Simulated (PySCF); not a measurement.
SMILES O([Si](OC)C)C, doublet (GFN2-xTB optimised geometry):

```
15

C     -2.614    -1.266    -1.960
O     -1.355    -1.091    -1.393
Si    -0.944    -0.314     0.000
C     -1.441     1.522     0.000
O      0.687    -0.314     0.000
C      1.567    -1.305    -0.431
H     -3.126    -0.309    -2.090
H     -2.480    -1.736    -2.936
H     -3.235    -1.913    -1.334
H     -1.084     2.006    -0.908
H     -2.520     1.635     0.045
H     -1.014     2.042     0.849
H      2.520    -0.828    -0.667
H      1.184    -1.813    -1.318
H      1.722    -2.042     0.361
```

Computed with unrestricted PBE0/def2-TZVP in PySCF.

Task: What are the frontier orbital energies (α orbitals alone; a β orbital can be the lowest empty one) and the dipole moment?

Result: HOMO-2 -8.66 eV, HOMO-1 -8.25 eV, HOMO -5.26 eV, LUMO 1.02 eV, LUMO+1 1.37 eV; dipole moment 1.10 D.

On the same geometry unrestricted PBE/def2-TZVP (PySCF 2.14.0) gives HOMO-2 -7.11 eV, HOMO-1 -6.66 eV, HOMO -4.05 eV, LUMO 0.21 eV, LUMO+1 0.57 eV; dipole moment 1.07 D.

Meta-Löwdin charges at PBE0/def2-TZVP: C1 -0.12, O2 -0.61, Si3 0.99, C4 -0.62, O5 -0.60, C6 -0.12, H7 0.10, H8 0.12, H9 0.11, H10 0.13, H11 0.13, H12 0.14, H13 0.12, H14 0.11, H15 0.11.
